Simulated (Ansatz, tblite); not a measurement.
Cost and result up the ladder for BeMeI (CH₃BeI) (6 atoms). The state is a singlet with charge 0. Geometry: r2SCAN-D4/def2-TZVP.

```xyz
6

Be   -0.211   -0.888    0.283
C     0.160    0.664   -0.213
H     1.188    0.743   -0.584
H     0.060    1.389    0.602
H    -0.496    1.003   -1.022
I    -0.701   -2.913    0.935
```

Ansatz on 4 threads of Arm Neoverse V1 on a shared host; xTB runs through tblite on one thread. Times are rough, summed over both states, and most runs start from the orbitals of an earlier one. CCSD(T)/def2-TZVPP serves as the yardstick here, not as an exact answer. The other state is a doublet.

In the def2 sets I takes a core potential; there is no spin–orbit coupling. The xTB rows come from tblite. Correlated methods freeze 5 core orbitals; core or outer-core shells of I are correlated, in sets that lack core-valence functions. HOMO above LUMO, or a gap near zero within one spin, warns that the state may not be the lowest or that an electron is smeared out.

Correlated methods converge slowly with the basis.

Raw xTB energies of ions are shifted by several eV.

```json
{"level": "GFN2-xTB", "functions": "20", "wall time": "0.007 s", "vertical IE (eV)": "14.40", "difference from CCSD(T)/def2-TZVPP (eV)": "4.18", "remarks": "–"}
{"level": "GFN1-xTB", "functions": "23", "wall time": "0.009 s", "vertical IE (eV)": "14.61", "difference from CCSD(T)/def2-TZVPP (eV)": "4.39", "remarks": "–"}
{"level": "PBE-D4/def2-TZVP (with forces)", "functions": "118", "wall time": "5.6 s", "vertical IE (eV)": "10.00", "difference from CCSD(T)/def2-TZVPP (eV)": "-0.22", "remarks": "gap within one spin near zero (+1 doublet)"}
{"level": "CCSD(T)/def2-TZVPP", "functions": "142", "wall time": "91 s", "vertical IE (eV)": "10.22", "difference from CCSD(T)/def2-TZVPP (eV)": "0.00", "remarks": "–"}
```
